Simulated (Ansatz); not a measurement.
One change: `[O]=[W](=[O])([OH])[Cl]` becomes `[O]=[W](=[O])([F])[Cl]`.

Ansatz, PBE0-D4/def2-TZVP geometries, multiplicity 1. Each molecule was computed in one conformer, which needn't be the lowest.

Elements past krypton have def2 core potentials.

```json
{"property": "LUMO energy (PBE/def2-TZVPP) / eV", "`[O]=[W](=[O])([OH])[Cl]`": "-3.09"}
{"property": "size of the dipole moment (ωB97M-V/def2-TZVPP) / D", "`[O]=[W](=[O])([OH])[Cl]`": "3.19"}
{"property": "HOMO energy (ωB97M-V/def2-TZVPP) / eV", "`[O]=[W](=[O])([OH])[Cl]`": "-11.68"}
{"property": "size of the dipole moment (PBE/def2-TZVPP) / D", "`[O]=[W](=[O])([OH])[Cl]`": "3.08"}
{"property": "ideal-gas entropy at 298 K and 1 bar (rigid rotor, harmonic PBE0-D4/def2-TZVP) / J/(mol·K)", "`[O]=[W](=[O])([OH])[Cl]`": "347"}
{"property": "HOMO–LUMO gap (ωB97M-V/def2-TZVPP) / eV", "`[O]=[W](=[O])([OH])[Cl]`": "11.44"}
```

(1) What does the change do to each property? (Best estimate.)

## Answers

(1) The calculation gave: 
```
                                                                                  property  `[O]=[W](=[O])([F])[Cl]`  shift
                                                         LUMO energy (PBE/def2-TZVPP) / eV                     -3.65  -0.56
                                        size of the dipole moment (ωB97M-V/def2-TZVPP) / D                      1.89  -1.30
                                                     HOMO energy (ωB97M-V/def2-TZVPP) / eV                    -12.09  -0.41
                                            size of the dipole moment (PBE/def2-TZVPP) / D                      1.76  -1.32
ideal-gas entropy at 298 K and 1 bar (rigid rotor, harmonic PBE0-D4/def2-TZVP) / J/(mol·K)                       339     -8
                                                   HOMO–LUMO gap (ωB97M-V/def2-TZVPP) / eV                     11.29  -0.15
```

With PBE0 the HOMO falls by 0.42 eV and the LUMO falls by 0.58 eV, so the gap narrows by about 0.16 eV. PBE moves the HOMO by -0.40 eV and ωB97M-V by -0.41 eV. The zero-point energy changes by -28.7 kJ/mol with -3 modes. Dipoles are sizes alone; their direction can turn.
